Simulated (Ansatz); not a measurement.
`C=[CH][GeH2][CH2]F` and `F[CH2][GeH2][GeH3]` differ in one atom or group.

Ansatz, PBE0-D4/def2-TZVP geometries, multiplicity 1. Each molecule was computed in one conformer, which needn't be the lowest.

Scalar relativity is left out up to krypton.

| property | `C=[CH][GeH2][CH2]F` |
| --- | --- |
| size of the dipole moment (B3LYP/def2-TZVPP) / D | 1.47 |
| size of the dipole moment (PBE/def2-TZVPP) / D | 1.31 |
| HOMO–LUMO gap (PBE/def2-TZVPP) / eV | 5.21 |
| HOMO–LUMO gap (PBE0/def2-TZVPP) / eV | 7.43 |
| LUMO energy (ωB97M-V/def2-TZVPP) / eV | 1.66 |
| HOMO–LUMO gap (ωB97M-V/def2-TZVPP) / eV | 11.72 |

Question: What does the change do to each property? (An estimate is asked.)

Answer: The calculation gave: 
```
                                        property  `F[CH2][GeH2][GeH3]`  shift
size of the dipole moment (B3LYP/def2-TZVPP) / D                  1.44  -0.03
  size of the dipole moment (PBE/def2-TZVPP) / D                  1.31   0.00
             HOMO–LUMO gap (PBE/def2-TZVPP) / eV                  6.36   1.15
            HOMO–LUMO gap (PBE0/def2-TZVPP) / eV                  8.36   0.93
           LUMO energy (ωB97M-V/def2-TZVPP) / eV                  1.96   0.30
         HOMO–LUMO gap (ωB97M-V/def2-TZVPP) / eV                 12.07   0.35
```

With PBE0 the HOMO falls by 0.22 eV and the LUMO rises by 0.70 eV, so the gap widens by about 0.92 eV. PBE moves the HOMO by -0.25 eV and ωB97M-V by -0.06 eV. Dipoles are sizes alone; their direction can turn.

B3LYP here is the variant with VWN-RPA as its local correlation; programs differ in this.
